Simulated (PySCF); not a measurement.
Deuteron quadrupole couplings in `C=NC([SiH3])([SiH3])C(F)(F)F`

Species: C3H8F3NSi2.
Geometry (GFN2-xTB, Å), atoms numbered from 1 in this order:
```
atom  x, y, z in Å
C1     2.0645   -0.0692   -0.9873
N2     1.3241    0.3341   -0.0555
C3    -0.0534    0.0509    0.0968
Si4   -0.1549   -0.8515    1.7939
Si5   -0.8798    1.7888    0.0796
C6    -0.6937   -0.8112   -0.9503
F7    -0.1694   -2.0511   -1.0489
F8    -2.0042   -0.9988   -0.6849
F9    -0.6528   -0.3001   -2.1986
H10    3.1007    0.2368   -0.9599
H11    1.7651   -0.7002   -1.8243
H12    0.5754   -2.1106    1.6628
H13   -1.5642   -1.0851    2.1015
H14    0.4923    0.0422    2.7448
H15   -2.3037    1.6233    0.3635
H16   -0.6681    2.3597   -1.2488
H17   -0.1847    2.5539    1.1058
```

Level: PBE0/pcSseg-1 (PySCF, non-relativistic); Q(2H) = 0.00286 b; rigid geometry, the same for H and D, with no vibrational averaging.

Question: Rank these positions by the coupling χzz of a deuteron there, largest first.
A. H14 (Si–H hydrogen)
B. H10 (hydrogen on a C=N carbon)
C. H11 (hydrogen on a C=N carbon)

Answer: B (217 kHz), C (201 kHz), A (112 kHz).

Question: What are Vzz, η and χzz (234.96 MHz × Q × Vzz) at all hydrogens?

Answer: 
```json
{"atom": "H10", "bonded to": "C1", "bond length (Å)": "1.081", "Vzz (au)": "0.3225", "η": "0.04", "χzz (kHz)": "217"}
{"atom": "H11", "bonded to": "C1", "bond length (Å)": "1.090", "Vzz (au)": "0.2985", "η": "0.07", "χzz (kHz)": "201"}
{"atom": "H12", "bonded to": "Si4", "bond length (Å)": "1.461", "Vzz (au)": "0.1627", "η": "0.02", "χzz (kHz)": "109"}
{"atom": "H13", "bonded to": "Si4", "bond length (Å)": "1.461", "Vzz (au)": "0.1625", "η": "0.02", "χzz (kHz)": "109"}
{"atom": "H14", "bonded to": "Si4", "bond length (Å)": "1.457", "Vzz (au)": "0.1673", "η": "0.02", "χzz (kHz)": "112"}
{"atom": "H15", "bonded to": "Si5", "bond length (Å)": "1.461", "Vzz (au)": "0.1626", "η": "0.02", "χzz (kHz)": "109"}
{"atom": "H16", "bonded to": "Si5", "bond length (Å)": "1.461", "Vzz (au)": "0.1628", "η": "0.02", "χzz (kHz)": "109"}
{"atom": "H17", "bonded to": "Si5", "bond length (Å)": "1.457", "Vzz (au)": "0.1673", "η": "0.02", "χzz (kHz)": "112"}
```

Question: Average by the element that carries the hydrogen.

Answer: on C: 209 kHz over 2 positions, mean bond length 1.085 Å; on Si: 110 kHz over 6 positions, mean bond length 1.460 Å.

One conformer (not necessarily the lowest) at the GFN2-xTB geometry, without solvent, vibrations or thermal averaging. GFN2-xTB bond lengths can be off by several hundredths of an ångström, more for odd bonds, and the gradients follow them. A larger basis could move these couplings by a tenth or more.
